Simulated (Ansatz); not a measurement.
Ansatz (a first-principles code) input:
A basis named .json is the Basis Set Exchange file of that set.

Ansatz 0.2 input:
```yaml
crystal:
  periodic: [false, false, false]
  atoms:
    - {symbol: P, position_ang: [-0.00000000, -0.00000000, -0.51471894]}
    - {symbol: O, position_ang: [0.00000000, 0.00000000, 0.96509801]}
basis:
  gaussian:
    orbitals: aug-cc-pV_D+d_Z.json
magnetization: {spin_polarized: true, initial_magnetization: 1}
correlation: {method: ccsd_t, electrons: outside_noble_gas}
output: {forces: true}
```

Problem. What final total energy does it print?

Solution. -415.91484 Eh (CCSD(T)/aug-cc-pV(D+d)Z). The basis has 55 functions.
